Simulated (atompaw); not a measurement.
# Before and after: PAW (atompaw) potential for tungsten

| Property | Result |
| --- | --- |
| Element | W |
| Generator | atompaw 4.2.0.5 |
| Type | PAW |
| Functional | PBE |
| Relativity | scalar-relativistic |
| Frozen core | [Xe] 4f14 |
| Valence charge | 6 |
| Reference configuration | 5d4 6s1.5 6p0.5 |
| Partial waves | 6s (bound): rc 2.15 bohr; 6s channel at 0.1 Ry: rc 2.15 bohr; 6p (bound): rc 2.60 bohr; 6p channel at 0.3 Ry: rc 2.60 bohr; 5d (bound): rc 2.60 bohr; 5d channel at 2.7 Ry: rc 2.60 bohr |
| Local potential | bessel scheme, radius 2.20 bohr |
| Core correction | smooth core density matched at 1.55 bohr |
| Augmentation charge | gaussian compensation charge, radius 2.25 bohr; PAW radius 2.60 bohr; waves and projectors: custom polynom gramschmidtortho |

Change: all radii scaled by about 1.25 (s 2.68, p 3.26, d 3.26 bohr); local potential bessel scheme, radius 2.76 bohr; augmentation gaussian compensation charge, radius 2.82 bohr; PAW radius 3.26 bohr; waves and projectors: custom polynom gramschmidtortho; core correction smooth core density matched at 1.94 bohr.

Cutoffs: the cutoffs (Ry, on a coarse ladder) from which the occupation-weighted sum of valence levels, in a spherical-Bessel basis at the reference potential, stays within 10 and 1 mRy of its value at 400 Ry; they do not see the model core or the augmentation charge, which bear on the density cutoff.

Question: What does the change do?

Answer: The potential gets softer (15 Ry and 25 Ry → 8 Ry and 15 Ry); the bound ghost in p, s disappears. A larger radius leaves more room for a smooth pseudo-wave, so fewer plane waves are needed.

```csv
quantity,base,changed
"cutoff, loose",15 Ry,8 Ry
"cutoff, tight",25 Ry,15 Ry
loose cutoff by channel (10 mRy a level),"s 10 Ry, p 8 Ry, d 12 Ry","s 6 Ry, p 6 Ry, d 8 Ry"
bound ghosts,"s, p",none
lowest overlap eigenvalue by channel,"s 0.58, p 0.65, d 0.89","s 0.23, p 0.41, d 0.80"
```

 A true bound ghost makes a file unfit for plane-wave use even where its test errors are small: the radial tests pick states by their node count and pass the ghost by. The cutoffs see the waves, projectors and local potential, not the compensation charge or the core.
